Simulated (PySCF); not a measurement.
C5H7F, SMILES C#CC[C@@H](C)F. Atoms are numbered in the order given.

```xyz
13

C      2.2958     0.6202     0.7627
C      1.4589    -0.1030     0.2709
C      0.4435    -0.9718    -0.3087
C     -0.9521    -0.3527    -0.3681
C     -1.4830     0.1159     0.9645
F     -0.9179     0.7159    -1.2388
H      3.0428     1.2625     1.1909
H      0.7400    -1.2481    -1.3341
H      0.3881    -1.9114     0.2671
H     -1.6328    -1.1058    -0.8053
H     -1.5745    -0.7271     1.6654
H     -0.8060     0.8639     1.4024
H     -2.4750     0.5709     0.8345
```

Coordinates come from a PBE0-D3(BJ)/def2-SVP optimisation. The structure was generated by enumeration; whether it is a known compound was not checked. The values are those of a single conformer.

The numbers are results of B3LYP/pcSseg-1 run with PySCF, not measurements.

GIAO shieldings, no solvent; atoms listed in one row are averaged. δ = σ(ref) − σ: ¹³C against TMS (σ = 181.3 ppm); ¹⁹F against CFCl3 (σ = 161.7 ppm); ¹H against TMS (σ = 31.68 ppm), references at their B3LYP-D3(BJ)/def2-TZVP geometries, non-relativistic.

Computed chemical shifts:
```tsv
nucleus	atoms	count	δ (ppm)
¹³C	C4	1	91.3
¹³C	C2	1	83.0
¹³C	C1	1	77.3
¹³C	C3	1	30.7
¹³C	C5	1	22.7
¹⁹F	F6	1	-205.4
¹H	H10	1	4.75
¹H	H8	1	3.13
¹H	H9	1	2.33
¹H	H7	1	2.15
¹H	H11, H12, H13	3	1.74
```
